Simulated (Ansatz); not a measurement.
octasulfur (S$_{8}$), singlet, at a GFN2-xTB geometry. Base run: R2SCAN/STO-3G in Ansatz (an electronic-structure program).

The Ansatz input:
Ansatz 0.2 input:
```yaml
crystal:
  periodic: [false, false, false]
  atoms:
    - {symbol: S, position_ang: [1.75411790, -1.78962887, 0.07332880]}
    - {symbol: S, position_ang: [1.52958456, -0.06385551, 1.13564303]}
    - {symbol: S, position_ang: [1.91565693, 1.61650911, 0.04727578]}
    - {symbol: S, position_ang: [0.12771566, 2.07563782, -0.95606029]}
    - {symbol: S, position_ang: [-1.36295301, 1.78306853, 0.41879447]}
    - {symbol: S, position_ang: [-2.36887737, 0.11051203, -0.23977795]}
    - {symbol: S, position_ang: [-1.52527058, -1.63948521, 0.44497305]}
    - {symbol: S, position_ang: [-0.06997411, -2.09275791, -0.92417688]}
basis:
  gaussian:
    orbitals: STO-3G
hamiltonian:
  xc: r2scan
```

Variants of this job, named by their change:

```json
[
 {"change": "base", "ΔE vs base (kcal/mol)": "0.000"},
 {"change": "accuracy = high", "ΔE vs base (kcal/mol)": "0.000"},
 {"change": "final_grid = 4, 8, 17", "ΔE vs base (kcal/mol)": "-20.94"},
 {"change": "point_charge = charge:1.0 position_ang:0.6583, 4.4524, -3.1733", "ΔE vs base (kcal/mol)": "-4.33"},
 {"change": "final_grid = 6, 12, 29", "ΔE vs base (kcal/mol)": "-1.63"},
 {"change": "fitting.mean_field = cc-pVTZ-JKFIT", "ΔE vs base (kcal/mol)": "-0.604"},
 {"change": "lower_state_search = light", "ΔE vs base (kcal/mol)": "0.000"},
 {"change": "lower_state_search = full", "ΔE vs base (kcal/mol)": "0.000"},
 {"change": "final_grid = 10, 20, 41", "ΔE vs base (kcal/mol)": "-0.204"},
 {"change": "forces = on", "ΔE vs base (kcal/mol)": "0.000"},
 {"change": "nuclear_model = gaussian", "ΔE vs base (kcal/mol)": "1.05"}
]
```
